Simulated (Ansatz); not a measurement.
Cartesian coordinates in Å:
```
S 0.9271 -0.0024 -1.3724
Ga -0.2749 -0.1661 0.4456
Cl -0.4594 -2.1658 1.1815
H 0.7711 1.3306 -1.4498
H -0.9638 1.0037 1.1952
```

The species carries charge 0 and has multiplicity 1.

Problem. List the ωB97M-V/def2-TZVPP orbital energies in eV (Ansatz). (Best estimate.)

Solution. Ansatz gave: Occupied: -10154.65, -2771.68, -2427.14, -1258.12, -1112.31, -1112.22, -1112.20, -262.07, -221.11, -199.53, -199.43, -199.41, -164.21, -164.14, -164.06, -155.51, -108.00, -107.79, -107.73, -27.25, -27.04, -26.99, -26.93, -26.90, -24.99, -23.10, -15.61, -14.00, -12.23, -11.90, -11.72, -10.78, -10.21. Lowest empty: 0.28, 1.35, 2.20, 2.54, 4.47, 5.27, 5.89, 6.03.
